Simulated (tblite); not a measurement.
C4H13B2BrN2.
Numbering: `[CH3:1][CH2:2][C@@H:3]([CH3:4])[NH:5][B:6]([NH2:7])[BH:8][Br:9]` (hydrogens: H10, H11, H12 on C1; H13, H14 on C2; H15 on C3; H16, H17, H18 on C4; H19 on N5; H20, H21 on N7; H22 on B8)

Computed with GFN2-xTB (tblite), gas phase: L-BFGS steps from a force-field or distance-geometry start until the largest atomic force falls under 0.01 eV/Å.

Step 83: E = -752.8852 eV
```
atom  x, y, z in Å  |  force x, y, z in eV/Å
C1     -1.5004    1.4575   -0.9511    0.003   0.008   0.016
C2     -1.8217    0.1883   -0.1713    0.012  -0.005   0.029
C3     -0.6693   -0.2199    0.7630   -0.066  -0.031   0.059
C4     -1.1427   -1.2770    1.7687   -0.037  -0.025   0.029
N5      0.4433   -0.7244   -0.0063   -0.020   0.023   0.001
B6      1.7699   -0.2646   -0.0704    0.036   0.007   0.015
N7      2.6276   -0.9659   -0.9482    0.006  -0.029   0.021
B8      2.3450    1.0409    0.8077   -0.001   0.000  -0.009
Br9     1.8019    2.7999    0.4500   -0.003   0.026  -0.001
H10    -1.4846    2.3177   -0.2863    0.028   0.007   0.005
H11    -0.5232    1.3795   -1.4222   -0.042  -0.034  -0.036
H12    -2.2490    1.6350   -1.7199    0.018  -0.006  -0.004
H13    -2.0109   -0.6373   -0.8643   -0.013   0.032   0.017
H14    -2.7262    0.3420    0.4206    0.007  -0.002  -0.016
H15    -0.3308    0.6638    1.3167   -0.008  -0.030  -0.017
H16    -0.3246   -1.5846    2.4177    0.013   0.019  -0.060
H17    -1.5165   -2.1538    1.2414    0.022   0.006   0.009
H18    -1.9444   -0.8865    2.3912    0.009   0.027  -0.021
H19     0.1775   -1.5311   -0.5547    0.001   0.005   0.001
H20     2.3222   -1.7567   -1.4894    0.019   0.009  -0.022
H21     3.6025   -0.7662   -1.0693    0.034   0.011  -0.014
H22     3.1438    0.9630    1.6735   -0.016  -0.020  -0.002
```

Step 84: E = -752.8862 eV
```
atom  x, y, z in Å  |  force x, y, z in eV/Å
C1     -1.4998    1.4551   -0.9554    0.013   0.004   0.015
C2     -1.8193    0.1894   -0.1688    0.001   0.004   0.027
C3     -0.6670   -0.2188    0.7653   -0.054  -0.030   0.042
C4     -1.1431   -1.2769    1.7692   -0.021  -0.030   0.018
N5      0.4456   -0.7219   -0.0052   -0.020   0.015   0.002
B6      1.7734   -0.2637   -0.0698    0.017   0.001   0.017
N7      2.6279   -0.9658   -0.9498    0.011  -0.045   0.000
B8      2.3465    1.0409    0.8122   -0.033  -0.001  -0.014
Br9     1.7981    2.7985    0.4538    0.004   0.024  -0.003
H10    -1.4732    2.3184   -0.2948    0.023   0.002   0.008
H11    -0.5269    1.3699   -1.4345   -0.042  -0.029  -0.036
H12    -2.2539    1.6334   -1.7191    0.025  -0.012   0.008
H13    -2.0123   -0.6375   -0.8593   -0.009   0.029   0.024
H14    -2.7210    0.3450    0.4264   -0.010   0.009  -0.020
H15    -0.3275    0.6632    1.3208   -0.016  -0.022  -0.016
H16    -0.3251   -1.5889    2.4160    0.011   0.034  -0.040
H17    -1.5162   -2.1532    1.2413    0.008   0.004  -0.007
H18    -1.9456   -0.8858    2.3904    0.024   0.020  -0.015
H19     0.1751   -1.5246   -0.5577    0.022   0.008   0.004
H20     2.3184   -1.7561   -1.4906    0.022   0.024  -0.013
H21     3.6015   -0.7653   -1.0805    0.026   0.013  -0.003
H22     3.1341    0.9642    1.6873   -0.001  -0.023   0.001
```

Step 85: E = -752.8869 eV
```
atom  x, y, z in Å  |  force x, y, z in eV/Å
C1     -1.4997    1.4537   -0.9573    0.016  -0.001   0.008
C2     -1.8186    0.1900   -0.1669   -0.015   0.012   0.017
C3     -0.6670   -0.2189    0.7669   -0.024  -0.017   0.010
C4     -1.1436   -1.2777    1.7693    0.001  -0.023  -0.001
N5      0.4462   -0.7188   -0.0055   -0.015  -0.005   0.002
B6      1.7761   -0.2639   -0.0679   -0.004  -0.001   0.009
N7      2.6291   -0.9672   -0.9487    0.015  -0.045  -0.005
B8      2.3478    1.0410    0.8149   -0.052   0.000  -0.018
Br9     1.7957    2.7978    0.4550    0.011   0.015  -0.001
H10    -1.4649    2.3181   -0.2989    0.022   0.002   0.010
H11    -0.5307    1.3627   -1.4430   -0.035  -0.025  -0.032
H12    -2.2571    1.6339   -1.7178    0.024  -0.017   0.020
H13    -2.0152   -0.6369   -0.8562   -0.004   0.018   0.023
H14    -2.7182    0.3468    0.4301   -0.029   0.020  -0.016
H15    -0.3272    0.6622    1.3229   -0.018  -0.011  -0.005
H16    -0.3240   -1.5907    2.4130    0.010   0.036  -0.014
H17    -1.5158   -2.1538    1.2413   -0.007  -0.002  -0.016
H18    -1.9456   -0.8847    2.3896    0.026   0.008  -0.002
H19     0.1731   -1.5183   -0.5620    0.036   0.011   0.010
H20     2.3178   -1.7574   -1.4887    0.024   0.033  -0.010
H21     3.6014   -0.7633   -1.0874    0.010   0.009   0.006
H22     3.1299    0.9649    1.6945    0.008  -0.019   0.004
```

Question: Estimate the geometry and energy of step 86. (The exact step hangs on the optimiser's Hessian estimate; all steps are aligned on step 85, rigid shifts and turns removed.)

Answer: E = -752.8874 eV, largest force 0.050 eV/Å
```
atom  x, y, z in Å  |  force x, y, z in eV/Å
C1     -1.4994    1.4527   -0.9579    0.012  -0.004   0.007
C2     -1.8189    0.1904   -0.1654   -0.026   0.016   0.007
C3     -0.6679   -0.2197    0.7677    0.003   0.000  -0.020
C4     -1.1439   -1.2788    1.7693    0.015  -0.008  -0.015
N5      0.4457   -0.7162   -0.0069   -0.001  -0.015   0.007
B6      1.7774   -0.2644   -0.0662   -0.027  -0.001   0.002
N7      2.6307   -0.9688   -0.9459    0.013  -0.046  -0.011
B8      2.3481    1.0411    0.8161   -0.046  -0.001  -0.004
Br9     1.7944    2.7974    0.4545    0.016   0.007   0.002
H10    -1.4590    2.3174   -0.3002    0.023   0.003   0.007
H11    -0.5337    1.3572   -1.4485   -0.020  -0.020  -0.027
H12    -2.2584    1.6346   -1.7162    0.015  -0.017   0.027
H13    -2.0177   -0.6360   -0.8541   -0.003   0.005   0.016
H14    -2.7175    0.3480    0.4321   -0.041   0.028  -0.008
H15    -0.3280    0.6611    1.3237   -0.017  -0.001   0.007
H16    -0.3226   -1.5908    2.4107    0.010   0.028   0.004
H17    -1.5159   -2.1547    1.2416   -0.015  -0.008  -0.018
H18    -1.9448   -0.8835    2.3890    0.021  -0.003   0.009
H19     0.1718   -1.5129   -0.5666    0.039   0.004   0.009
H20     2.3186   -1.7582   -1.4872    0.028   0.041  -0.005
H21     3.6017   -0.7610   -1.0898    0.000   0.004   0.012
H22     3.1290    0.9648    1.6975   -0.001  -0.012  -0.007
```

The energy changes by -0.0005 eV. The first-order estimate −F·Δx gives -0.0008 eV and the mean of the old and new forces, exact on a quadratic surface, -0.0006 eV. The step makes an angle of 72° with the force vector and moves no atom by more than 0.008 Å.

What follows is the cost of the whole relaxation. Time: 2.1 s wall. Hardware: one thread, Arm Neoverse N1 (aarch64), no GPU (shared host).
